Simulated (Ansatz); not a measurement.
ClH$_{3}$HfS$_{3}$ (`[SH][Hf]([SH])([SH])[Cl]`). The species carries charge 0 and has multiplicity 1. Hf: def2 effective core potential. Geometry: relaxed with PBE0-D4/def2-TZVP. It is one conformer, not always the lowest.

```xyz
8

S    -0.183    1.877   -1.153
Hf    0.466    0.052    0.299
S    -1.546   -1.054    1.085
S     1.719   -1.464   -1.111
Cl    1.736    0.800    2.104
H    -0.607    2.592   -0.089
H    -2.231   -0.525    0.051
H     0.647   -2.278   -1.187
```

Q: What is the dipole moment at ωB97M-V/def2-TZVPP? (An estimate is asked.)

A: Ansatz gave: 1.13 D, with components (-1.12, 0.05, -0.19) D in this frame, pointing from negative to positive charge.

Q: And with PBE, r2SCAN, B3LYP? (An estimate is asked.)

A: The calculation gave: PBE 1.18 D, r2SCAN 1.24 D, B3LYP 1.18 D.

Q: Give the Mulliken charges with ωB97M-V, r2SCAN, PBE in def2-TZVPP. (Best estimate.)

A: Ansatz gave: 
| atom | ωB97M-V | r2SCAN | PBE |
| --- | --- | --- | --- |
| S1 | -0.26 | -0.29 | -0.26 |
| Hf2 | 0.56 | 0.73 | 0.60 |
| S3 | -0.27 | -0.30 | -0.27 |
| S4 | -0.26 | -0.29 | -0.26 |
| Cl5 | -0.20 | -0.25 | -0.21 |
| H6 | 0.14 | 0.12 | 0.13 |
| H7 | 0.15 | 0.14 | 0.14 |
| H8 | 0.15 | 0.14 | 0.14 |

B3LYP here is the variant with VWN-RPA as its local correlation; programs differ in this.
